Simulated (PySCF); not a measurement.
Spinor energies of La⁺ (lanthanum, charge +1)

Start: [Xe] 4f1 5d1; 4f7/2 filled at m_j = +7/2; 5d5/2 filled at m_j = +5/2. Calculated with PySCF 2.14 in x2c-TZVPall-2c with one added diffuse shell each of s, p, d type (12s12p11d2f, 117 functions): generalised Hartree-Fock with the X2C-1e Hamiltonian and a Gaussian nucleus; spin-orbit coupling (SO) screened by Boettger's factors. This is a chosen level, not necessarily the ground level.

```csv
spinor shell,electrons,"ε, screened SO (eV)",weight of nominal j (screened SO),"rms radius, screened SO (bohr)"
1s1/2,2,-39115.4,1.000,0.0286
2s1/2,2,-6333.4,1.000,0.116
2p1/2,2,-5959.6,1.000,0.100
2p3/2,4,-5542.9,1.000,0.106
3s1/2,2,-1398.7,1.000,0.303
3p1/2,2,-1239.9,1.000,0.295
3p3/2,4,-1156.4,1.000,0.307
3d3/2,4,-880.90,1.000,0.279
3d5/2,6,-863.35,1.000,0.283
4s1/2,2,-300.03,1.000,0.695
4p1/2,2,-239.04,0.998,0.721
4p3/2,4,-221.47,0.999,0.748
4d3/2,4,-119.21,0.969,0.825
4d5/2,6,-116.64,0.979,0.835
5s1/2,2,-49.328,0.999,1.71
5p1/2,2,-31.044,0.903,1.93
5p3/2,4,-28.646,0.951,2.02
5d5/2,1,-9.868,1.000,3.28
4f7/2,1,-5.969,1.000,1.74
```

| quantity | screened SO |
| --- | --- |
| E (hartree) | -8490.72762 |
| M_J | 6 |
| ⟨J²⟩ | 42.039 |
| ⟨L²⟩ | 30.075 |
| ⟨S²⟩ | 2.045 |

Each row is a mean over spinors that exchange with the open shell spreads, by up to 4.743 eV (4d5/2).

Breit and QED terms are absent; they matter most for the inner s and p1/2 levels.

Densities and radii are taken from the X2C orbitals without a picture-change correction, which distorts them close to the nucleus.
